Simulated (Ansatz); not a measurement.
`[CH3][SnH2][BH][SiH3]` + `OCO` → `OCOB[SiH3]` + `[CH3][SnH3]`  (cleavage of the B–Sn bond)

Gas-phase electronic energies from Ansatz, PBE0-D4/def2-TZVP geometries. CBS: MP2 limit from def2 TZ/QZ plus the TZ coupled-cluster correction, frozen cores. This one scheme is used for every species. DFT in def2-TZVPP. Elements past krypton have def2 core potentials. For Sn outer-core shells are correlated without core-valence functions, which leaves a few kJ/mol of doubt a bond. One conformer a species, not always the lowest.

Problem. Is it downhill or uphill in electronic energy at CCSD(T)/CBS, and by how much? (Best estimate.)

Solution. The calculation gave: Downhill: ΔE = -132.3 kJ/mol.

Problem. What do these levels give: ωB97X-V, ωB97M-V, PBE, HF/def2-TZVPP, MP2/def2-TZVPP, SCS-MP2/def2-TZVPP, CCSD/def2-TZVPP, CCSD(T)/def2-TZVPP, HF/def2-QZVPP, SCS-MP2/def2-QZVPP, MP2/CBS(def2), CCSD/CBS(def2)? (Best estimate.)

Solution. Computed: ωB97X-V -143.4, ωB97M-V -145.6, PBE -135.6, HF/def2-TZVPP -144.4, MP2/def2-TZVPP -139.3, SCS-MP2/def2-TZVPP -141.1, CCSD/def2-TZVPP -137.9, CCSD(T)/def2-TZVPP -139.3, HF/def2-QZVPP -144.7, SCS-MP2/def2-QZVPP -137.5, MP2/CBS(def2) -132.3, CCSD/CBS(def2) -130.9 kJ/mol.

Largest T1 diagnostic among the species: 0.014.

In def2-TZVPP, CCSD(T) changes the Hartree–Fock value by +5.1 kJ/mol (the triples alone add −1.4 kJ/mol) and MP2 by +5.1 kJ/mol.
